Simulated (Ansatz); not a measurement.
`[F][Al]([SiH3])[Cl]` + `O[SiH2][SiH2][SnH3]` → `[SiH3][Al]([Cl])[SnH3]` + `O[SiH2][SiH2]F`  (redistribution)

Calculated with Ansatz (gas phase, PBE0-D4/def2-TZVP geometries, no zero-point term in ΔE). CCSD(T)/CBS is the MP2 limit (def2-TZVPP, def2-QZVPP) plus CCSD(T) − MP2 in def2-TZVPP, frozen cores. This one scheme is used for every species. Functionals use def2-TZVPP. Elements past krypton have def2 core potentials. For Sn outer-core shells are correlated without core-valence functions, which leaves a few kJ/mol of doubt a bond. Each species was taken in one conformer, which may not be the lowest.

**Question.** Is it downhill or uphill in electronic energy at CCSD(T)/CBS, and by how much? (An estimate is asked.)

**Answer.** The calculation gave: Uphill: ΔE = +61.7 kJ/mol.

**Question.** What do these levels give: PBE-D4, PBE0-D4, ωB97X-V, r2SCAN, PBE0, SCS-MP2/def2-TZVPP, CCSD/def2-TZVPP, MP2/def2-QZVPP, SCS-MP2/def2-QZVPP, HF/CBS(def2), MP2/CBS(def2), CCSD/CBS(def2)? (Estimate.)

**Answer.** Ansatz gave: PBE-D4 64.0, PBE0-D4 61.2, ωB97X-V 59.3, r2SCAN 63.9, PBE0 58.5, SCS-MP2/def2-TZVPP 58.0, CCSD/def2-TZVPP 58.1, MP2/def2-QZVPP 64.3, SCS-MP2/def2-QZVPP 58.8, HF/CBS(def2) 42.8, MP2/CBS(def2) 64.3, CCSD/CBS(def2) 58.8 kJ/mol.

Largest T1 diagnostic among the species: 0.013.

In def2-TZVPP, CCSD(T) changes the Hartree–Fock value by +19.1 kJ/mol (the triples alone add +2.9 kJ/mol) and MP2 by +21.8 kJ/mol. The D4 term adds +5.1 kJ/mol with B3LYP and +2.7 kJ/mol with PBE0; it sums over pairs of atoms, weighted by their polarisabilities, and B3LYP, whose exchange is more repulsive, gets the larger term.

B3LYP here is the variant with VWN-RPA as its local correlation; programs differ in this.
